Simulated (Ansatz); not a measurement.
Basis-set extrapolation for CH₄FNO₂Si, SMILES `N[Si]1(F)OCO1` (PBE0-D4/def2-TZVP geometry, frozen core, Ansatz 0.2.0). Multiplicity 1, RHF reference.

|  | def2-TZVPP | def2-QZVPP |
| --- | --- | --- |
| HF | -633.092030 | -633.118262 |
| MP2 correlation | -1.198543 | -1.296501 |
| CCSD(T) correlation | -1.261110 | not run |

Energies in hartree. Use E(X) = E(∞) + A·exp(−7.88·√X) for Hartree–Fock and E(X) = E(∞) + B·X^(−2.97) for correlation, with X = 3 and 4, and add CCSD(T) minus MP2 of the smaller set to the MP2 limit.

**Question.** What is the CCSD(T) energy at the basis-set limit?

**Answer.** HF limit: -633.118262 + (-0.026232) × 0.13774 = -633.12188. MP2 limit: -1.296501 + (-0.097958) × 0.74074 = -1.36906. Higher-order term: -1.261110 − (-1.198543) = -0.06257. Total: -634.55351 hartree, 526.1 kJ/mol below CCSD(T)/def2-TZVPP.
